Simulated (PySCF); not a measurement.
What settings do to a single point of [Lu(HCN)]3+

The sound run of [Lu(HCN)]3+ (singlet in the valence; each metal's 4f electrons, 14 of them, lie in its core potential, out of spins and levels) uses PySCF 2.14.0, RKS BP86, Lu lcecp-1-SVP with ECP60, N def2-SVP, C def2-SVP, H def2-SVP; non-relativistic Hamiltonian with scalar-relativistic core potentials where named; density fitting; no spin-orbit coupling, grid (50, 194), threshold 1e-8 Eh and 55 cycles, at the relaxed geometry:

```xyz
4

Lu    0.0000    0.0000   -0.2110
N     0.0000    0.0000    1.9395
C     0.0000    0.0000    3.1205
H     0.0000    0.0000    4.2477
```

There Lu1 has a Mulliken charge of 2.40 e and the dipole about the centre of mass is 5.96 D. Each run below changes one thing and starts from free metal ions and neutral atoms unless it says otherwise; with 55 cycles, smearing, a level shift and second-order steps follow where DIIS fails, and their cycles count. Energy shifts count from the sound run. On f atoms grids over 110 angular points are at least (60, 302).

```csv
change,outcome,cycles,energy shift (eV),largest force component (eV/Å),charge on Lu1 (e),dipole about the centre of mass (D)
"grid (99, 590)",converged,11,0.0000,0.00,2.40,5.96
"spin (2S) set to 3, limit 59 cycles",refused,–,–,–,–,–
threshold 0.001,converged,8,0.0010,0.13,2.40,5.91
```

Problem. One further run converged with energy shift (eV) 0.30, largest force component (eV/Å) 4.08, charge on Lu1 (e) 2.43, dipole about the centre of mass (D) 6.24. Which change was it?
A. start from a density of up to 30 smeared cycles (not counted)
B. all coordinates × 1.05
C. cycle limit 8

Solution. B.

Problem. And the other changes listed?

Solution. 
| change | outcome | cycles | energy shift (eV) | largest force component (eV/Å) | charge on Lu1 (e) | dipole about the centre of mass (D) |
| --- | --- | --- | --- | --- | --- | --- |
| cycle limit 8 | not converged | 8 | – | – | – | – |
| start from a density of up to 30 smeared cycles (not counted) | converged | 7 | 0.0000 | 0.00 | 2.40 | 5.96 |

Forces carry noise of the integration grid, about 0.01 to 0.03 eV/Å.

An lcecp potential fixes the number of 4f electrons, so in runs with it no electron can move into or out of that shell.
